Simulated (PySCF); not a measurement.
A structure optimised at r2SCAN-D4/def2-SVP, used in a PySCF frequency run:

```
Al
F 1 1.6579
O 1 1.6844 2 121.35
H 3 0.9610 1 126.27 2 0.00
Br 1 2.2258 2 119.30 3 180.00
```

Q: Write its SMILES, formula and point group.

A: [OH][Al]([F])[Br], AlBrFHO, Cs

Q: What are its rotational constants (standard atomic weights)?

A: 6.5929, 1.8693, 1.4563 GHz
